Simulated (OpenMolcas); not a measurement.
Computed levels of 4d² in ions with 38 electrons, in cm-1 above ³F₂.

```yaml
Program: OpenMolcas
Method: SS-RASPT2, IPEA 0.25 Eh, imaginary shift 0.1 Eh
Basis: ANO-RCC-VTZP
Scalar_Hamiltonian: DKH2, point nucleus
Spin-orbit_coupling: state interaction with AMFI integrals over the reference wave functions, term energies averaged over their components
```

Active space for each ion: 8 electrons in 8 orbitals (RAS1 4p, at most 2 holes; RAS2 4d); closed shells correlated by CASPT2: 4s.

```csv
Level,Zr2+,Nb3+,Tc5+,Ru6+,Rh7+
³F₃,767,1186,2200,2860,3670
³F₄,1666,2540,4620,5930,7500
¹D₂,6430,8080,11840,13560,15210
³P₀,8250,9970,12920,14390,15790
³P₁,8560,10450,13850,15650,17450
³P₂,9180,11460,16090,18670,21420
¹G₄,11340,14050,19050,21700,24310
¹S₀,23380,31260,42870,48390,53600
```

Task: Estimate ³F₄, ¹D₂, ³P₀ for Mo4+ from its neighbours Nb3+ and Tc5+.

Result: ³F₄ is fine structure, which grows about as the fourth power of a screened charge, so the fourth roots are averaged: ((2540^0.25 + 4620^0.25) / 2)^4 = 3464. The calculation gives 3460, so the estimate is off by +0.1 %; the measured value is 3357 (Sugar and Musgrove, J. Phys. Chem. Ref. Data 17, 155 (1988)).
¹D₂ is another term, which grows about linearly with the charge: (8080 + 11840) / 2 = 9960. The calculation gives 10210, so the estimate is off by -2.4 %; the measured value is 10190 (Sugar and Musgrove, J. Phys. Chem. Ref. Data 17, 155 (1988)).
³P₀ is another term, which grows about linearly with the charge: (9970 + 12920) / 2 = 11445. The calculation gives 11520, so the estimate is off by -0.7 %; the measured value is 11161 (Sugar and Musgrove, J. Phys. Chem. Ref. Data 17, 155 (1988)).

Mixed levels, with the weight of the term that names them: Tc5+ ¹D₂ (75 %), Ru6+ ¹D₂ (70 %), Ru6+ ³P₂ (72 %), Rh7+ ¹D₂ (66 %), Rh7+ ³P₂ (69 %).

CASPT2 breaks the degeneracy within a term, and the mean is taken; among the terms shown or strongly mixed into the levels shown the widest spread is 550 cm-1 (4d² ¹G, Ru6+). Active for correlation alone: 4p; no level in the range computed is led by a configuration that opens it, so any true level of that kind is missing. Computed and measured levels are paired by configuration, term and J; levels that our copy of the source lacks, or whose pairing is in doubt (as where it misses far off the trend of its configuration), stay unpaired and out of the deviations. Only configurations of the active space appear.
